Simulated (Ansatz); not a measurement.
Calculated with Ansatz (gas phase, PBE0-D4/def2-TZVP geometries, no zero-point term in ΔE). CCSD(T)/CBS is the MP2 limit (def2-TZVPP, def2-QZVPP) plus CCSD(T) − MP2 in def2-TZVPP, frozen cores. This one scheme is used for every species. DFT in def2-TZVPP. Each species was taken in one conformer, which may not be the lowest.

`F[SiH2][AlH2]` + `N[Si](F)(Cl)Cl` → `F[SiH2]N[Si](F)(Cl)Cl` + `[AlH3]`  (cleavage of the Si–Al bond)

| level | ΔE (kcal/mol) |
| --- | --- |
| LDA (SPW92) | -15.5 |
| r2SCANh | -18.3 |
| LC-ωPBE | -16.9 |
| CCSD/CBS(def2) | -19.6 |

**Question.** What does CCSD(T)/CBS give? (Best estimate.)

**Answer.** Computed: -19.7 kcal/mol. The listed levels differ from it by 4.2, 1.4, 2.8, 0.1 kcal/mol.

**Question.** What do rigid-rotor, harmonic-oscillator terms from PBE0-D4/def2-TZVP frequencies (298.15 K, 1 bar) make of the CCSD(T)/CBS value? (Best estimate.)

**Answer.** Ansatz gave: ΔZPE = -1.6 kcal/mol, ΔH = -21.4 kcal/mol, ΔS = -32 J/(mol·K), ΔG = -19.2 kcal/mol. Modes under 50 cm⁻¹ make the entropy rough.

Largest T1 diagnostic among the species: 0.012.

The D4 term adds −2.0 kcal/mol with B3LYP and −1.2 kcal/mol with PBE0; it sums over pairs of atoms, weighted by their polarisabilities, and B3LYP, whose exchange is more repulsive, gets the larger term. From BLYP to BHLYP (50 % exact exchange), in def2-TZVPP and without D4, ΔE moves by −3.5 kcal/mol. Leaving LDA and LC-ωPBE aside and taking each functional with its dispersion term where it has one, the values, not all of them listed here, spread over 6.3 kcal/mol, from B97M-V to PBE-D4. LDA lies −1.9 kcal/mol from PBE without D4.

B3LYP here is the variant with VWN-RPA as its local correlation; programs differ in this.
